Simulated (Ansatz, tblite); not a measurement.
Cost and result up the ladder for SnCl4 (5 atoms). Total charge 0; singlet. Geometry: B3LYP-D4/def2-SVP.

```xyz
5

Sn    0.0000    0.0000    0.0000
Cl    1.1483    1.3189    1.5468
Cl    0.8965    0.3387   -2.1289
Cl   -2.2582    0.5924   -0.0032
Cl    0.2134   -2.2500    0.5853
```

Ansatz on 2 threads of Arm Neoverse V2 on a shared host; xTB runs through tblite on one thread. Times are rough, summed over both states, and most runs start from the orbitals of an earlier one. No level here is sound enough to serve as a yardstick. The other state is a triplet.

In the def2 sets Sn takes a core potential; there is no spin–orbit coupling. The xTB rows come from tblite. HOMO above LUMO, or a gap near zero within one spin, warns that the state may not be the lowest or that an electron is smeared out.

xTB has no spin-polarisation term.

```
                            level  functions  wall time  vertical triplet (eV)                                  remarks
                         GFN1-xTB         45    0.009 s                   3.00                                        –
                         GFN2-xTB         45     0.01 s                   2.43                                        –
                 PBE-D4/def2-TZVP        198       17 s                   3.75  gap within one spin near zero (triplet)
r2SCAN-D4/def2-TZVP (with forces)        198       47 s                   4.08  gap within one spin near zero (triplet)
```
